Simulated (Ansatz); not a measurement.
A run on CH6AsGaO2, SMILES `O[C](O)([GaH2])[AsH2]` with other settings.

```yaml
crystal:
  periodic: [false, false, false]
  atoms:
    - {symbol: O, position_ang: [-0.635999, 1.275190, 0.068463]}
    - {symbol: C, position_ang: [0.217404, 0.158977, 0.105081]}
    - {symbol: O, position_ang: [1.426813, 0.462250, 0.765728]}
    - {symbol: Ga, position_ang: [-0.902826, -1.212771, 1.065797]}
    - {symbol: As, position_ang: [0.825764, -0.485294, -1.683152]}
    - {symbol: H, position_ang: [-0.230227, 1.963145, -0.476914]}
    - {symbol: H, position_ang: [1.219590, 0.699419, 1.677115]}
    - {symbol: H, position_ang: [-1.752837, -2.283674, 0.301562]}
    - {symbol: H, position_ang: [-0.857776, -1.128496, 2.636710]}
    - {symbol: H, position_ang: [1.247468, 0.907441, -2.154494]}
    - {symbol: H, position_ang: [-0.557373, -0.356187, -2.305908]}
basis:
  gaussian: {orbitals: cc-pVDZ}
magnetization: {spin_polarized: false, initial_magnetization: 2}
hamiltonian: {xc: {name: BHLYP}}
accuracy: high
```

```sh
$ ansatz run in.yaml --threads 4 --pin off --events-out ev --progress --plain --max-ram 10444MiB
```

Shortened log:

```
Functional definition: BHLYP
2968 factors; integrals over basis functions are off by at most 4.5e-9 eV
mean field evaluation 1: about -118433.2038 eV, gradient 4.2e1 eV
mean field evaluation 2: about -118433.2715 eV, gradient 4.2e1 eV
mean field evaluation 4: about -118436.9074 eV, gradient 6.4e0 eV
mean field evaluation 8: about -118437.1665 eV, gradient 9.8e-1 eV
mean field evaluation 16: about -118437.1983 eV, gradient 1.0e-2 eV
mean field evaluation 32: about -118437.1983 eV, gradient 1.3e-7 eV
mean field -118437.19833122 eV, -4352.4867590559 hartree, gradient 1.4e-8 eV, S^2 2.000000; 0 other end points of the search recorded, 0 dependent functions left out
reference -118437.19836158 eV, -4352.4867601717 hartree; 47, 45 occupied and 79, 81 virtual orbitals, 2968 factors
Total energy: -118437.19836158 eV, -4352.4867601717 hartree
```

It took 11 s on 4 threads of an Intel Xeon on a shared host, with 0.97 GiB of host memory at the peak.
